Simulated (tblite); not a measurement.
Compound: ClH₅SSi₂ (charge +1 and doublet state).
Z-matrix (Å and degrees, GFN2-xTB geometry), rows numbered from 1:
```
Si
S   1  2.2382
Si  2  2.2829  1  117.55
Cl  3  1.9534  2  107.08  1  -179.49
H   1  1.4598  2   99.10  3    94.99
H   1  1.4577  2  102.60  3   -23.89
H   1  1.4538  2  100.60  3  -146.00
H   3  1.4571  2   97.21  1   -56.67
H   3  1.4561  2   97.77  1    57.40
```

Structure optimised with GFN2-xTB, isolated species. This method treats the open shell by occupation alone, without spin polarisation.

Masses are those of the commonest isotopes; rigid-rotor values at the optimised geometry. The values belong to one conformer with, in the numbering `[SiH3:1][S+:2][SiH2:3][Cl:4]`, Si1–S2–Si3–Cl4 -179°.

Give the principal moments of inertia and the rotational constants in MHz.

Ia = 49.19, Ib = 546.69, Ic = 583.84 u·Å²; 505379 MHz·u·Å²/I gives A = 10274, B = 924.4, C = 865.6 MHz.

What kind of rotor is it?

A near-prolate asymmetric top. Ray's parameter κ = (2B − A − C)/(A − C) = -0.987; −1 is the prolate and +1 the oblate limit.

Is it planar, by Δ = Ic − Ia − Ib?

Not planar: Δ = Ic − Ia − Ib = -12.03 u·Å². For a rigid frame Δ = −2 Σ m c², so Σ m c² = 6.02 u·Å² lies off the ab plane, practically all of it from hydrogen. The atom farthest from that plane is 1.44 Å away.

Give the coordinates in the principal-axis frame, origin at the centre of mass.

The sense of each axis is arbitrary; atoms in the order of the calculation.
```json
{"atom": "Si1", "mass (u)": "27.977", "a (Å)": "-2.892", "b (Å)": "-0.177", "c (Å)": "0.003"}
{"atom": "S2", "mass (u)": "31.972", "a (Å)": "-0.823", "b (Å)": "0.676", "c (Å)": "-0.006"}
{"atom": "Si3", "mass (u)": "27.977", "a (Å)": "0.925", "b (Å)": "-0.792", "c (Å)": "-0.004"}
{"atom": "Cl4", "mass (u)": "34.969", "a (Å)": "2.565", "b (Å)": "0.269", "c (Å)": "0.004"}
{"atom": "H5", "mass (u)": "1.008", "a (Å)": "-3.150", "b (Å)": "-0.143", "c (Å)": "1.440"}
{"atom": "H6", "mass (u)": "1.008", "a (Å)": "-2.691", "b (Å)": "-1.503", "c (Å)": "-0.568"}
{"atom": "H7", "mass (u)": "1.008", "a (Å)": "-3.593", "b (Å)": "0.812", "c (Å)": "-0.799"}
{"atom": "H8", "mass (u)": "1.008", "a (Å)": "0.557", "b (Å)": "-1.513", "c (Å)": "1.208"}
{"atom": "H9", "mass (u)": "1.008", "a (Å)": "0.573", "b (Å)": "-1.519", "c (Å)": "-1.215"}
```

Where do the levels up to J = 2 lie, in K?

Above 0(0,0), as E/k:
J = 1: 1(0,1) 0.086, 1(1,1) 0.535, 1(1,0) 0.537
J = 2: 2(0,2) 0.258, 2(1,2) 0.704, 2(1,1) 0.712, 2(2,1) 2.058, 2(2,0) 2.058

For this open shell read J as N, the rotation without spin; fine and hyperfine splittings come on top. Its GFN2-xTB frequencies are all real (lowest 16 cm⁻¹). These are rigid-rotor constants of the computed structure; measured ground-state constants (B0) also hold zero-point vibration.
